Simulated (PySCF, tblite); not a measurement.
Isomers of C3H10ClFSi2, one GFN2-xTB conformer each. Single-point energies are computed at PBE0/pcSseg-1 (PySCF, gas phase, no added dispersion term), electronic only.

Question: Rank them by PBE0/pcSseg-1 energy, lowest first (kJ/mol).
A. `[CH3:1][C@@H:2]([SiH3:3])[Si@@H:4]([F:5])[CH2:6][Cl:7]` with C1–C2–Si4–F5 -71°, C2–Si4–C6–Cl7 64°
B. `[CH3:1][C@@H:2]([SiH2:3][F:4])[SiH2:5][CH2:6][Cl:7]` with C1–C2–Si3–F4 178°, C1–C2–Si5–C6 167°, C2–Si5–C6–Cl7 -66°

Answer: A (0.0), B (8.7).

Neighbours under 10 kJ/mol apart (C[C@@H]([SiH3])[Si@@H](F)CCl and C[C@@H]([SiH2]F)[SiH2]CCl) can change places with a better method, another conformer or zero-point energy. GFN2-xTB itself gives, in the same order: 13.8, 0.0. GFN2-xTB puts C[C@@H]([SiH2]F)[SiH2]CCl lowest instead.

Which frontier levels, dipoles and rotational constants go with these structures?

| SMILES | HOMO (eV, PBE0/pcSseg-1) | LUMO (eV) | dipole (D) | A, B, C (MHz) |
| --- | --- | --- | --- | --- |
| C[C@@H]([SiH3])[Si@@H](F)CCl | -8.14 | 0.07 | 0.78 | 2208, 770.2, 665.7 |
| C[C@@H]([SiH2]F)[SiH2]CCl | -7.98 | -0.06 | 2.55 | 1771, 891.6, 716.1 |

What happens when harmonic zero-point energies from GFN2-xTB frequencies are added?

```json
{"SMILES": "C[C@@H]([SiH3])[Si@@H](F)CCl", "ZPE (kJ/mol)": "309.4", "electronic (kJ/mol)": "0.0", "with ZPE (kJ/mol)": "0.0"}
{"SMILES": "C[C@@H]([SiH2]F)[SiH2]CCl", "ZPE (kJ/mol)": "310.5", "electronic (kJ/mol)": "8.7", "with ZPE (kJ/mol)": "9.7"}
```

The zero-point energies span 1.1 kJ/mol. The order is unchanged.

As an exercise, what shares would exp(−E/RT) give at 298.15 K from these electronic energies alone (no entropy, no degeneracies)?

RT = 2.479 kJ/mol: C[C@@H]([SiH3])[Si@@H](F)CCl 97.1 %, C[C@@H]([SiH2]F)[SiH2]CCl 2.9 %.
